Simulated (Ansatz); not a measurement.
A CCSD(T) single point on CH5BN2, SMILES `NC1BN1`.

```yaml
crystal:
  periodic: [false, false, false]
  atoms:
    - {symbol: N, position_ang: [0.142944, 1.194368, -0.640584]}
    - {symbol: C, position_ang: [-0.364161, -0.077221, -0.222272]}
    - {symbol: B, position_ang: [0.591189, -1.194096, 0.303181]}
    - {symbol: N, position_ang: [-0.130499, -0.469895, 1.171494]}
    - {symbol: H, position_ang: [0.783988, 1.117386, -1.416970]}
    - {symbol: H, position_ang: [-0.589896, 1.842609, -0.892415]}
    - {symbol: H, position_ang: [-1.366435, -0.317211, -0.582685]}
    - {symbol: H, position_ang: [1.414171, -2.039043, 0.194738]}
    - {symbol: H, position_ang: [-0.392801, -0.103199, 2.068312]}
basis:
  gaussian: {orbitals: def2-TZVPP}
correlation: {method: ccsd_t}
output: {orbitals: {seedname: orbitals}}
```

```sh
$ ansatz run in.yaml --threads 4 --pin off --events-out ev --progress --plain
```

Output of Ansatz, abridged:

```
Functional definition: HF
1152 factors; integrals over basis functions are off by at most 1.7e-3 eV
mean field evaluation 1: about -4741.4895 eV, gradient 4.2e1 eV
mean field evaluation 2: about -4741.4927 eV, gradient 4.2e1 eV
mean field evaluation 4: about -4745.3700 eV, gradient 3.9e0 eV
mean field evaluation 8: about -4745.4191 eV, gradient 3.6e-4 eV
mean field -4745.41905608 eV, -174.3909337502 hartree, gradient 2.7e-6 eV, S^2 0.000000; 0 other end points of the search recorded, 0 dependent functions left out
4 core orbitals not correlated: weight in the atoms' cores, before any rotation towards them, 1.000 or more for the frozen orbitals, at most 0.000 for the correlated occupied ones
reference -4745.41905608 eV, -174.3909337502 hartree; 11, 11 occupied and 179, 179 virtual orbitals, 1152 factors
second order -18.64823619 eV of doubles, -0.00000000 eV of singles
cycle   1  -18.80531534 eV  change   -1.6e-1 eV  update   9.0e-2
cycle   2  -19.25318098 eV  change   -4.5e-1 eV  update   2.6e-2
cycle   3  -19.34856361 eV  change   -9.5e-2 eV  update   1.4e-2
cycle   4  -19.33605053 eV  change    1.3e-2 eV  update   4.4e-3
cycle   5  -19.33723934 eV  change   -1.2e-3 eV  update   2.3e-3
cycle   6  -19.33735237 eV  change   -1.1e-4 eV  update   6.7e-4
cycle   7  -19.33692245 eV  change    4.3e-4 eV  update   2.4e-4
cycle   8  -19.33690136 eV  change    2.1e-5 eV  update   7.5e-5
cycle   9  -19.33692086 eV  change   -1.9e-5 eV  update   2.3e-5
perturbative correction -0.82537067 eV, -0.0303318126 hartree
Total energy: -4765.58134761 eV, -175.1318842975 hartree
```

Run time 29 s (4 threads of a server CPU on a shared host); peak host memory 2.3 GiB.

MP2 recovers 92.5 % of the CCSD(T) correlation energy and the triples give 4.1 %; T1 = 0.0130.
